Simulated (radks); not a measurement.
The nuclear charge of neutral rhodium is varied continuously with 45 electrons held in [Kr] 4d8 5s1. All-electron calculation, Dirac Kohn-Sham, LDA (Slater exchange, Perdew-Wang correlation), spin-unpolarised, spherical densities, finite nucleus; open shells fill j = l - 1/2 first; Fermi nuclear charge, rms radius 4.4945 fm. Program: a radial shooting solver on a logarithmic mesh with Libxc functionals. By the Hellmann-Feynman theorem dE/dZ = E(electron-nucleus)/Z, the electronic potential at the nucleus (averaged over a nucleus of fixed radius).

Z      E (hartree)  E(electron-nucleus)/Z (hartree)   HOMO  e(HOMO) (eV)  <r> HOMO (bohr)
44.75  -4716.26649                         -255.286  5s1/2        -2.881            3.441
45     -4780.33714                         -257.279  5s1/2        -4.579            3.255
45.25  -4844.90555                         -259.268  5s1/2        -6.434            3.101
45.5   -4909.97119                         -261.256  5s1/2        -8.431            2.970
45.75  -4975.53370                         -263.243  5s1/2       -10.559            2.855
46     -5041.59288                         -265.230  5s1/2       -12.812            2.754

The central difference of E at Z = 45 is -257.278 hartree, to compare with the third column; the second derivative is -7.96 hartree.
